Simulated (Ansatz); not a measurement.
Z-matrix (Å, degrees):
```
C
C 1 1.506
H 1 1.092 2 110.0
H 1 1.092 2 110.8 3 -119.8
H 1 1.092 2 110.8 3 119.8
O 2 1.425 1 108.7 3 -180.0
H 2 1.094 1 111.2 3 59.9
H 2 1.094 1 111.2 3 -59.8
B 6 1.340 2 124.7 1 -179.7
C 9 1.559 6 121.0 2 -179.9
Cl 9 1.787 6 119.7 2 0.0
H 10 1.094 9 110.5 6 -122.1
H 10 1.094 9 110.4 6 120.8
H 10 1.091 9 111.9 6 -0.6
```

Total charge 0; spin multiplicity 1.

List the ωB97M-V/def2-TZVPP orbital energies in eV (the Gaussian-basis code of Ansatz). (Best estimate.)

The calculation gave: Occupied: -2771.60, -526.77, -283.05, -281.34, -280.70, -262.02, -199.48, -199.39, -199.35, -189.28, -32.07, -25.71, -24.25, -22.31, -20.38, -17.77, -16.29, -15.42, -14.75, -14.04, -13.69, -13.19, -13.12, -12.63, -11.74, -11.52, -11.21, -10.96. Lowest empty: 2.10, 2.24, 2.95, 3.68, 4.09, 4.40, 4.55, 4.82.
